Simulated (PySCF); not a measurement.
C3H4FNSi, SMILES N1[Si@H](C=CC=1)F. Atoms are numbered in the order given.

```xyz
10

F      1.9104     0.1667    -0.8463
Si     0.7887    -0.1768     0.2750
C     -0.3829     1.2446     0.6279
C     -1.5934     0.7643     0.2932
C     -1.5659    -0.6486    -0.2545
N     -0.4547    -1.2669    -0.3639
H      1.4938    -0.7487     1.4441
H     -0.2348     2.2460     1.0380
H     -2.5405     1.3080     0.3860
H     -2.5171    -1.1237    -0.5540
```

Coordinates come from a ωB97X-D3(BJ)/def2-SVP optimisation. The structure was generated by enumeration; whether it is a known compound was not checked.

All values below come from SMD-B3LYP/def2-SVP in PySCF.

Solvation free energies are E(SMD) − E(gas) at the gas-phase geometry, for 1 M in both phases. In vacuum the dipole moment is 2.93 D.

**Question.** Estimate the solvation free energies in water, toluene, chloroform. (The exact figures need the calculation; the answer reports its results.)

**Answer.** 
| solvent | ΔG(solv) (kcal/mol) | its non-electrostatic (CDS) part | dipole (D) |
|---|---|---|---|
| water | -2.4 | 3.2 | 3.91 |
| toluene | -2.9 | -0.4 | 3.36 |
| chloroform | -4.3 | -0.4 | 3.60 |
